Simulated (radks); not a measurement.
Fractional charge and spin in the 4d shell of tin: the spin-up occupation runs from 4 to 5 and the spin-down occupation from 4 to 5; the fullest corner is Sn3+, [Kr] 5s(up 0.5, down 0.5) 4d(up 5, down 5). Calculated with a radial shooting solver on a logarithmic mesh with Libxc functionals: scalar-relativistic Kohn-Sham, LDA (Slater exchange, Perdew-Wang correlation), spin-polarised, spherical densities, finite nucleus; Fermi nuclear charge, rms radius of each element as measured or else 0.836 A^(1/3) + 0.57 fm. Energy (eV) above the fullest corner. The planes named below are the two flat planes that join the four corners, with an edge along up + down = one added electron.

down \ up,4,4.25,4.5,4.75,5
4,146.964,124.452,103.127,82.974,63.978
4.25,124.452,103.180,83.079,64.132,46.325
4.5,103.127,83.079,64.184,46.426,29.788
4.75,82.974,64.132,46.426,29.838,14.353
5,63.978,46.325,29.788,14.353,0.000

Corners above the fullest one (they belong to Sn4+ and the next ion): (up 5, down 4) 63.978 eV, (up 4, down 5) 63.978 eV, (up 4, down 4) 146.96 eV. With half an added electron in each spin the energy lies 0.206 eV from the planes, and with half an added electron in spin up alone -2.344 eV. The planes are only a guide here: the flat-plane condition holds for ground states with one frontier orbital, while this shell lies below other occupied shells, so the corners above the fullest one are inner-hole states and not the ground states of those ions.
